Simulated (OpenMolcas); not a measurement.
4s² 4p² along the 32-electron sequence

```json
{
  "Program": "OpenMolcas 26.06",
  "Method": "CASSCF",
  "Basis": "ANO-RCC-VTZP",
  "Scalar Hamiltonian": "DKH2, point nucleus",
  "Spin-orbit coupling": "RASSI with atomic mean-field integrals over the reference wave functions, term energies averaged over their components"
}
```

Active space for each ion: 4 electrons in 4 orbitals (4s 4p).

Computed levels in cm-1 above ³P₀:

```
                               Level    As+   Se2+   Br3+   Kr4+
                                 ³P₁    945   1555   2378   3361
                                 ³P₂   2317   3628   5273   7130
                                 ¹D₂  12643  15567  18690  22066
                                 ¹S₀  22409  27404  32486  37824
weight of ³P in the lowest level (%)     99     99     98     97
```

Measured, with the error of the calculation in %. Measured levels: As+ from NIST Handbook of Basic Atomic Spectroscopic Data; Se2+ from Moore, Atomic Energy Levels, vol. II, NSRDS-NBS 35 (1971 reprint of NBS Circular 467, 1952); Kr4+ from Saloman, J. Phys. Chem. Ref. Data 36, 215 (2007).

```json
{"Level": "³P₁", "As+": "1063 (-11.2)", "Se2+": "1741 (-10.7)", "Kr4+": "3743 (-10.2)"}
{"Level": "³P₂", "As+": "2541 (-8.8)", "Se2+": "3937 (-7.9)", "Kr4+": "7595 (-6.1)"}
{"Level": "¹D₂", "As+": "10096 (+25.2)", "Se2+": "13032 (+19.5)", "Kr4+": "19723 (+11.9)"}
{"Level": "¹S₀", "As+": "22599 (-0.8)", "Se2+": "", "Kr4+": "39204 (-3.5)"}
```

The fine-structure level ³P₂ changes by a factor of 3.08 from As+ to Kr4+. Its fourth root runs 6.94, 7.76, 8.52, 9.19, with steps per unit of Z of 0.82, 0.76, 0.67; equal steps would mean a (Z - σ)^4 law with constant σ.

¹D₂ changes by a factor of 1.75 over the same range, with steps per unit of Z of +2920, +3120, +3380 cm-1.

Terms from blocks run as CI alone lack orbitals of their own. Some high roots are left out of the spin-orbit mixing, which shifts the levels that they would mix with (holds for As+). Without dynamic correlation excited terms often stand tens of per cent too high (terms of higher spin than the ground term too low), and those without a measured partner can miss by more than the paired ones (holds for As+). Measured partners are found by configuration, term and J. A level has none where our copy of the source lacks it or the pairing is in doubt (some pairs that miss far off the trend of their configuration count as doubtful), and it then counts in no deviation. Only configurations of the active space appear.
